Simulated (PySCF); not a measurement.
**Nuclear quadrupole coupling in `F/C=P\N([SiH3])[SiH3]`**

CH7FNPSi2.
Numbering: `[F:1]/[CH:2]=[P:3]\[N:4]([SiH3:5])[SiH3:6]` (hydrogens: H7 on C2; H8, H9, H10 on Si5; H11, H12, H13 on Si6)

Structure used (GFN2-xTB), in Å, numbered top down from 1:
```xyz
13
CH7FNPSi2 angstrom
F      1.4394   -1.9526    0.9840
C      2.1103   -1.2499    0.0401
P      1.5446    0.0797   -0.8105
N     -0.0439    0.3267   -0.2875
Si    -1.1067   -0.9630    0.2652
Si    -0.6137    1.9889   -0.2943
H      3.0937   -1.6580   -0.1441
H     -0.9867   -1.0931    1.7125
H     -0.7463   -2.1576   -0.4907
H     -2.4451   -0.5089   -0.1118
H     -0.8897    2.3662    1.0921
H      0.4697    2.7812   -0.8709
H     -1.8301    2.0408   -1.1019
```

Field gradients from the PBE0/pcSseg-1 density (PySCF, non-relativistic), principal values in atomic units, ordered |Vxx| ≤ |Vyy| ≤ |Vzz|:

| atom | Vxx | Vyy | Vzz |
| --- | --- | --- | --- |
| N4 | 0.1659 | 0.4805 | -0.6464 |

Problem. Find the asymmetry η = (Vxx − Vyy)/Vzz and the couplings χ = eQV/h (234.96 MHz × Q in barn × V in au), with Q(14N) = 0.02044 b.

Solution. 
| atom | environment | nucleus | η | χzz (MHz) | χxx (MHz) | χyy (MHz) |
| --- | --- | --- | --- | --- | --- | --- |
| N4 | nitrogen bridging silicon atoms | 14N | 0.49 | -3.104 | 0.797 | 2.308 |

The tensor is traceless: Vxx + Vyy + Vzz = 0.

Problem. What is Vzz at N4 in SI units (1 au = 9.71736 × 10²¹ V/m²)?

Solution. -0.6464 au = -6.281 × 10²¹ V/m².

Were the hydrogens deuterons (Q(2H) = 0.00286 b), χzz would run from 107 kHz (H10, H12 and H11) to 218 kHz (H7).

One conformer (not necessarily the lowest) at the GFN2-xTB geometry, without solvent, vibrations or thermal averaging. GFN2-xTB bond lengths can be off by several hundredths of an ångström, more for odd bonds, and the gradients follow them. These gradients aren't converged with respect to the basis.
